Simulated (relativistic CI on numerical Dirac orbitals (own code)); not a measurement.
# Fe2+ in a cubic cluster: L2,3 absorption with charge transfer

Computed with a charge-transfer multiplet model of a cubic metal-ligand cluster with up to 2 ligand holes, Slater and spin-orbit integrals from Dirac-Coulomb-Breit ions, Slater integrals scaled by 0.8. The parameters are those of a tetrahedral site (10Dq negative, t2 hopping the larger). The ground state mixes d6 with configurations of k ligand holes L, whose averages lie at kΔ + k(k − 1)U_dd/2; a core hole lowers each added d electron by U_cd. 300 K, Lorentzian 0.4 eV and Gaussian 0.3 eV FWHM.

Atomic integrals in eV (Slater integrals scaled, ζ unscaled), ground: F2dd 8.723, F4dd 5.416, zeta_d 0.049; with the core hole: F2dd 9.374, F4dd 5.826, zeta_d 0.067, zeta_core 8.135, F2cd 5.460, G1cd 4.059, G3cd 2.306.

Cluster parameters (eV): Δ = 6.8, U_cd = 6, 10Dq = -0.45, 10Dq(ligand) = 0, V(eg) = 1.38, V(t2g) = -2.34, final-state hopping factor = 1.

| Case | n_d | d6 | d7L | d8L2 | S |
| --- | --- | --- | --- | --- | --- |
| U_dd = 3.3 eV | 6.19 | 0.82 | 0.17 | 0.01 | 2.00 |
| U_dd = 4.7 eV | 6.19 | 0.82 | 0.17 | 0.01 | 2.00 |
| U_dd = 5.4 eV | 6.19 | 0.82 | 0.17 | 0.01 | 2.00 |
| U_dd = 6.1 eV | 6.18 | 0.82 | 0.17 | 0.01 | 2.00 |
| U_dd = 6.8 eV | 6.18 | 0.83 | 0.17 | 0.01 | 2.00 |

Weights, n_d and S are thermal averages at 300 K. Photon energies count from the first peak over 30 % of the highest in each spectrum, which can be another peak from case to case. The parameters are a model scan and need not match a compound or its usual spin state. Peaks in eV (height, largest 100):
- U_dd = 3.3 eV: -2.2 (13), 0.0 (100), 2.2 (28), 3.4 (11), 11.0 (12), 12.0 (29), 12.8 (29), 13.2 (29), 15.0 (9)
- U_dd = 4.7 eV: -2.1 (13), 0.0 (100), 0.2 (100), 2.5 (31), 3.7 (12), 11.1 (12), 12.1 (29), 12.9 (29), 13.4 (30), 15.3 (10)
- U_dd = 5.4 eV: -2.1 (13), 0.0 (100), 0.3 (99), 1.1 (62), 2.5 (31), 3.8 (13), 11.1 (13), 12.1 (29), 12.9 (29), 13.4 (30), 15.3 (10)
- U_dd = 6.1 eV: -2.0 (12), 0.0 (100), 0.4 (98), 1.2 (62), 2.7 (32), 4.0 (13), 11.3 (13), 12.2 (28), 13.1 (29), 13.5 (30), 15.5 (11)
- U_dd = 6.8 eV: -2.0 (12), 0.0 (100), 0.5 (98), 1.3 (61), 2.7 (32), 4.0 (13), 11.3 (13), 12.2 (29), 12.8 (28), 13.5 (30), 15.5 (11)

Curve for U_dd = 6.1 eV (points under 2 left out, the grid thinned):

```csv
E (eV),Intensity
-3.0,2.1
-2.6,3.5
-2.2,9.0
-1.9,11.9
-1.5,11.2
-1.1,26.0
-0.7,56.3
-0.4,76.5
0.0,100.0
0.4,98.4
0.8,75.6
1.2,61.5
1.5,53.5
1.9,28.5
2.3,25.1
2.7,31.6
3.0,24.4
3.4,13.2
3.8,11.9
4.2,11.3
4.5,8.0
4.9,4.6
5.3,2.8
5.7,2.1
6.1,2.1
6.4,2.2
9.9,2.4
10.3,2.9
10.7,4.4
11.0,8.6
11.4,12.4
11.8,16.7
12.2,28.2
12.5,27.4
12.9,28.6
13.3,29.1
13.7,27.4
14.1,17.6
14.4,13.1
14.8,11.3
15.2,8.6
15.6,10.2
15.9,8.4
16.3,5.6
16.7,2.2
```

For the case U_dd = 5.4 eV, Δ = 6.8 eV is larger than U_dd = 5.4 eV, the Mott-Hubbard side of the Zaanen-Sawatzky-Allen scheme. With the core hole the configuration with one ligand hole lies at Δ + U_dd − U_cd = 4.1, 5.5, 6.2, 6.9, 7.6 eV from the one without, in the order of the table; where this is negative the screened configuration lies lower, though the effective hopping of about 4.2 eV (from the holes of the mixed ground state) mixes the two strongly wherever it is as large as the gap.
